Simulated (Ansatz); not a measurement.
`[F][Cd][O][SiH3]` + HBr → `[SiH3][O][Cd][Br]` + H–F  (ligand exchange at a Cd–F bond)

Calculated with Ansatz (gas phase, PBE0-D4/def2-TZVP geometries, no zero-point term in ΔE). CCSD(T)/CBS adds triple-zeta CCSD(T) − MP2 to the extrapolated MP2 energy (def2 sets, frozen cores). This one scheme is used for every species. Functionals use def2-TZVPP. B3LYP here is the variant with VWN-RPA as its local correlation; programs differ in this. Elements past krypton have def2 core potentials. For Br, Cd outer-core shells are correlated without core-valence functions, which leaves a few kJ/mol of doubt a bond. Scalar relativity is left out up to krypton. Each species was taken in one conformer, which may not be the lowest.

Task: Is it downhill or uphill in electronic energy at CCSD(T)/CBS, and by how much? (Estimate.)

Result: Ansatz gave: Downhill: ΔE = -1.22 eV.

Task: What do these levels give: B3LYP-D4, ωB97M-V, PBE-QIDH, PBE0, r2SCANh, r2SCAN0, CAM-B3LYP, LC-ωPBE, RPA@PBE/def2-TZVPP, HF/def2-SVP, MP2/def2-SVP, MP2/def2-TZVPP? (Estimate.)

Result: The calculation gave: B3LYP-D4 -1.10, ωB97M-V -1.15, PBE-QIDH -1.26, PBE0 -1.18, r2SCANh -1.14, r2SCAN0 -1.22, CAM-B3LYP -1.05, LC-ωPBE -1.06, RPA@PBE/def2-TZVPP -1.04, HF/def2-SVP -1.24, MP2/def2-SVP -1.19, MP2/def2-TZVPP -1.25 eV.

Largest T1 diagnostic among the species: 0.016.

Leaving LDA and LC-ωPBE aside and taking each functional with its dispersion term where it has one, the values, not all of them listed here, spread over 0.30 eV, from PBE-QIDH to BLYP-D4. LDA lies −0.07 eV from PBE without D4. The D4 term adds −0.04 eV with B3LYP and −0.02 eV with PBE0; it sums over pairs of atoms, weighted by their polarisabilities, and B3LYP, whose exchange is more repulsive, gets the larger term.
